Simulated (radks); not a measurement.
The numbers below are computed, except where a source is named.
The mean radii <r> (bohr) of the occupied orbitals of an atom or ion are listed with their occupations. Level of theory: non-relativistic Kohn-Sham, r2SCAN, spin-polarised, spherical densities, point nucleus; meta-GGA in the generalised Kohn-Sham scheme (a radial shooting solver on a logarithmic mesh with Libxc functionals).

| orbital | occ. | <r> |
|---|---|---|
| 1s up | 1 | 0.02409 |
| 1s down | 1 | 0.02409 |
| 2s up | 1 | 0.1026 |
| 2s down | 1 | 0.1026 |
| 2p up | 3 | 0.08709 |
| 2p down | 3 | 0.08708 |
| 3s up | 1 | 0.2652 |
| 3s down | 1 | 0.2649 |
| 3p up | 3 | 0.2552 |
| 3p down | 3 | 0.2548 |
| 3d up | 5 | 0.2271 |
| 3d down | 5 | 0.2267 |
| 4s up | 1 | 0.5989 |
| 4s down | 1 | 0.5991 |
| 4p up | 3 | 0.6138 |
| 4p down | 3 | 0.6141 |
| 4d up | 5 | 0.6514 |
| 4d down | 5 | 0.6528 |
| 5s up | 1 | 1.425 |
| 5s down | 1 | 1.463 |
| 5p up | 3 | 1.586 |
| 5p down | 3 | 1.626 |
| 4f up | 6 | 0.8319 |
| 6s up | 1 | 3.754 |
| 6p up | 1 | 4.347 |

Name the element and its charge. Open shells, if any, are filled with parallel spins first.

Answer. Z = 63, europium, charge +1: Eu+ in [Xe] 4f6 6s1 6p1. The 1s radius gives Z: for a bare nucleus <r> = 1.5/Z, 0.02381 bohr for Z = 63, and screening makes it slightly larger (0.02409 here). The occupations add up to 62, and the charge is Z minus that.
